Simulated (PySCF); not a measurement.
Isomers of C5H10O3, one GFN2-xTB conformer each. Single-point energies are computed at PBE0/pcSseg-1 (PySCF, gas phase, no added dispersion term), electronic only.

```csv
SMILES,GFN2-xTB relative energy (kcal/mol)
CO[C@H](C)OC(C)=O,0.0
CCC1OCOCO1,1.3
COCCCC(=O)O,6.0
CO[C@@H]1OC[C@@H](C)O1,0.5
```

Conformers: `[CH3:1][O:2][C@H:3]([CH3:4])[O:5][C:6]([CH3:7])=[O:8]` with C1–O2–C3–C4 -171°, O2–C3–O5–C6 -104°, C3–O5–C6–C7 180°; `[CH3:1][CH2:2][CH:3]1[O:4][CH2:5][O:6][CH2:7][O:8]1` with C1–C2–C3–O4 67°, C2–C3–O4–C5 176°, C3–O4–C5–O6 -57°, O4–C5–O6–C7 56°, C5–O6–C7–O8 -56°; `[CH3:1][O:2][CH2:3][CH2:4][CH2:5][C:6](=[O:7])[OH:8]` with C1–O2–C3–C4 -178°, O2–C3–C4–C5 61°, C3–C4–C5–C6 71°, C4–C5–C6–O7 7°, C5–C6–O8–H 180°; `[CH3:1][O:2][C@@H:3]1[O:4][CH2:5][C@@H:6]([CH3:7])[O:8]1` with C1–O2–C3–O4 -71°, O2–C3–O4–C5 -84°, C3–O4–C5–C6 -19°, O4–C5–C6–C7 -121°, C5–C6–O8–C3 23°.

Task: What does PBE0/pcSseg-1 give for the same structures?

Result: 
| SMILES | PBE0/pcSseg-1 E (Eh) | PBE0/pcSseg-1 (kcal/mol) | GFN2-xTB (kcal/mol) | point group |
| --- | --- | --- | --- | --- |
| COCCCC(=O)O | -421.71444 | 0.0 | 6.0 | C1 |
| CO[C@H](C)OC(C)=O | -421.71415 | 0.2 | 0.0 | C1 |
| CCC1OCOCO1 | -421.68956 | 15.6 | 1.3 | C1 |
| CO[C@@H]1OC[C@@H](C)O1 | -421.68651 | 17.5 | 0.5 | C1 |

GFN2-xTB puts CO[C@H](C)OC(C)=O lowest instead; measured from each level's own lowest isomer, the values differ by up to 17.0 kcal/mol (CO[C@@H]1OC[C@@H](C)O1: 0.5 against 17.5). As drawn, the lowest has a C=O bond, an O–H bond and a C(=O)–O unit, which the highest lacks. Neighbours under 2.5 kcal/mol apart (COCCCC(=O)O and CO[C@H](C)OC(C)=O; CCC1OCOCO1 and CO[C@@H]1OC[C@@H](C)O1) can change places with a better method, another conformer or zero-point energy.

Task: Which frontier levels, dipoles and rotational constants go with these structures?

Result: 
```csv
SMILES,"HOMO (eV, PBE0/pcSseg-1)",LUMO (eV),dipole (D),"A, B, C (MHz)"
COCCCC(=O)O,-7.36,0.38,0.61,"3623, 1041, 989.6"
CO[C@H](C)OC(C)=O,-7.77,0.30,1.01,"2951, 1484, 1195"
CCC1OCOCO1,-7.99,1.62,1.78,"4568, 1470, 1190"
CO[C@@H]1OC[C@@H](C)O1,-7.53,1.53,1.30,"4990, 1400, 1260"
```
